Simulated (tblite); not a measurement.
Compound: C6H15NOSi.
SMILES with atom numbers: `[H]/[N:9]=[CH:8]/[C:5]([SiH2:4][CH2:3][O:2][CH3:1])([CH3:6])[CH3:7]` (hydrogens: H10, H11, H12 on C1; H13, H14 on C3; H15, H16 on Si4; H17, H18, H19 on C6; H20, H21, H22 on C7; H23 on C8; H24 on N9)

Computed geometry: GFN2-xTB, gas phase.

Question: What internal coordinates does the optimisation give?

Answer: 
| bond | length (Å) |
| --- | --- |
| C1–O2 | 1.403 |
| O2–C3 | 1.416 |
| C3–Si4 | 1.903 |
| Si4–C5 | 1.934 |
| C5–C6, C5–C7 | 1.529 |
| C5–C8 | 1.487 |
| C8=N9 | 1.258 |
| C1–H10, C1–H11, C1–H12 | 1.095 |
| C3–H13, C3–H14 | 1.097 |
| Si4–H15, Si4–H16 | 1.467 |
| C6–H17 and 5 like bonds | 1.088 |
| C8–H23 | 1.101 |
| N9–H24 | 1.018 |

Bonds in one row agree within 0.01 Å and their mean is given. A selection of angles:
| angle | degrees |
| --- | --- |
| O2–C1–H10 | 111.0 |
| O2–C1–H11 | 107.0 |
| H10–C1–H11 | 109.5 |
| C1–O2–C3 | 113.4 |
| O2–C3–Si4 | 103.7 |
| O2–C3–H13 | 110.2 |
| Si4–C3–H13 | 113.7 |
| Si4–C3–H14 | 112.0 |
| H13–C3–H14 | 107.3 |
| C3–Si4–C5 | 108.5 |
| C3–Si4–H15 | 108.0 |
| C3–Si4–H16 | 111.1 |
| C5–Si4–H15 | 110.2 |
| C5–Si4–H16 | 108.0 |
| H15–Si4–H16 | 111.0 |
| Si4–C5–C6 | 110.5 |
| Si4–C5–C7 | 109.4 |
| Si4–C5–C8 | 106.0 |
| C6–C5–C7 | 109.8 |
| C6–C5–C8 | 110.8 |
| C7–C5–C8 | 110.1 |
| C5–C6–H17 | 110.8 |
| C5–C6–H18 | 110.4 |
| H17–C6–H18 | 109.4 |
| H18–C6–H19 | 107.6 |
| C5–C8–N9 | 121.8 |
| C5–C8–H23 | 114.0 |
| N9–C8–H23 | 124.2 |
| C8–N9–H24 | 115.2 |

Dihedral angles: C1–O2–C3–Si4 -167° (antiperiplanar); O2–C3–Si4–C5 80° (synclinal); C3–Si4–C5–C6 73° (synclinal); Si4–C5–C8–N9 102° (anticlinal); H24–N9–C8–C5 -178° (antiperiplanar). The mirror-image conformer, all signs reversed, is as good.

The 3 C–C bonds span 1.487 Å (C5–C8, drawn single) to 1.529 Å (C5–C7, drawn single), a spread of 0.042 Å. O2 (ether oxygen) is bent (angle 113.4°). The 2 C–Si bonds span 1.903 Å (C3–Si4, drawn single) to 1.934 Å (Si4–C5, drawn single), a spread of 0.031 Å. Of the pairs four or more bonds apart, N9···H18 is among the closest relative to their van der Waals radii: 2.53 Å, 92 % of the sum of Bondi's values. Si4 (SiH2 silicon) is tetrahedral (angles from 108.0° to 111.1°). N9 (imine nitrogen) is bent (angle 115.2°).

Point group: C1 (no symmetry element, even within 0.4 Å). Its GFN2-xTB frequencies are all real (lowest 36 cm⁻¹). The numbers are those of one conformer.
